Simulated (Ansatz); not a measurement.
Bond stretch in NaF, singlet.

Method: restricted PBE/aug-cc-pVDZ in Ansatz (a program for electronic structure).

The batch members p0 to p7 hold the bond at 1.53, 1.62, 1.75, 1.82, 1.85, 1.92, 1.96, 2.02 Å.

Ansatz input:

Ansatz 0.2 input:
```yaml
# input.yaml
basis:
  gaussian: { orbitals: aug-cc-pvdz }
hamiltonian:
  xc: pbe
batch:
  members: [p0.yaml, p1.yaml, p2.yaml, p3.yaml, p4.yaml, p5.yaml, p6.yaml, p7.yaml]

# p4.yaml, one of the 8 members of this batch
crystal:
  periodic: [false, false, false]
  atoms:
    - { symbol: Na, position_ang: [0.0, 0.0, 0.0] }
    - { symbol: F, position_ang: [0.0, 0.0, 1.85] }
total_charge: 0
magnetization:
  spin_polarized: false
```

Lines of the output on each member:

```
Member 0: Total energy: -7126.80389715 eV, -261.9052124990 hartree
Member 1: Total energy: -7127.77696815 eV, -261.9409721988 hartree
Member 2: Total energy: -7128.51686633 eV, -261.9681629552 hartree
Member 3: Total energy: -7128.70631088 eV, -261.9751249142 hartree
Member 4: Total energy: -7128.75651602 eV, -261.9769699190 hartree
Member 5: Total energy: -7128.81819632 eV, -261.9792366283 hartree
Member 6: Total energy: -7128.82549480 eV, -261.9795048425 hartree
Member 7: Total energy: -7128.80774211 eV, -261.9788524431 hartree
```

The restricted form behind RKS-PBE keeps the bonding electrons paired and can't separate into open-shell fragments.
